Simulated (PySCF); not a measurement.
# Correlation energy of Ga (gallium, neutral)

[Ar] 3d10 4s1 4p1 5s1, high-spin 4P determinant (an excited configuration). All numbers are calculated (PySCF 2.14, scalar relativity by spin-free X2C-1e, in x2c-QZVPPall with one added diffuse shell each of s, p, d, f type (12s8p6d5f1g, 110 functions)). Frozen: [Ar] 3d10; 3 electrons correlated.

MP2 pair energies summed by pair of shells (mhartree):

```
 pair  energy  share (%)
4s-4p   -2.49       39.3
4p-5s   -2.39       37.7
4s-5s   -1.46       23.0
```

Total MP2 correlation energy: -6.34 mhartree.

Same-spin part -6.34 and opposite-spin part 0.00 mhartree; SCS-MP2 scales them by 1/3 and 6/5 to -2.11 mhartree.
